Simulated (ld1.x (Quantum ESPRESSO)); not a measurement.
## u(r) = r·R(r): atom against pseudo-atom (silicon)

Columns: radius, all-electron u(r) and pseudo u(r) of the 2p shell (level -95.98 eV) of silicon in the configuration [He] 2s2 2p6 3s1.75 3p2.25; PBE, scalar-relativistic, TM scheme, ld1.x (Quantum ESPRESSO) 7.5.

| r (bohr) | all-electron | pseudo |
| --- | --- | --- |
| 0.045 | 0.1298 | 0.0548 |
| 0.090 | 0.3853 | 0.2097 |
| 0.135 | 0.6532 | 0.4383 |
| 0.180 | 0.8849 | 0.7018 |
| 0.225 | 1.0646 | 0.9574 |
| 0.270 | 1.1908 | 1.1683 |
| 0.315 | 1.2684 | 1.3118 |
| 0.360 | 1.3049 | 1.3827 |
| 0.405 | 1.3087 | 1.3908 |
| 0.450 | 1.2872 | 1.3539 |
| 0.495 | 1.2473 | 1.2911 |
| 0.540 | 1.1942 | 1.2174 |
| 0.585 | 1.1325 | 1.1418 |
| 0.630 | 1.0656 | 1.0680 |
| 0.675 | 0.9960 | 0.9963 |
| 0.720 | 0.9259 | 0.9259 |
| 0.765 | 0.8567 | 0.8567 |
| 0.810 | 0.7895 | 0.7895 |
| 0.855 | 0.7251 | 0.7251 |
| 0.900 | 0.6639 | 0.6639 |
| 0.945 | 0.6062 | 0.6062 |
| 0.990 | 0.5523 | 0.5523 |
| 1.035 | 0.5021 | 0.5021 |
| 1.080 | 0.4557 | 0.4557 |
| 1.125 | 0.4128 | 0.4128 |
| 1.170 | 0.3734 | 0.3734 |

(1) How many radial nodes do the two functions have?

(2) At about which radius was the pseudo-wave matched?

(3) Where does each function peak?

(4) Is the pseudo-wave norm-conserving?

Results:

(1) The all-electron 2p function has n − l − 1 = 0; the pseudo-wave has 0.

(2) 0.75 bohr. The columns agree to 0.0005 from 0.68 bohr on; several derivatives are matched, so the curves merge somewhat inside the radius.

(3) Outermost all-electron maximum near 0.41 bohr, pseudo maximum near 0.41 bohr (to the table’s step).

(4) Yes: the TM scheme keeps the norm inside the radius equal to the all-electron one, which fixes the energy derivative of the logarithmic derivative at the level.
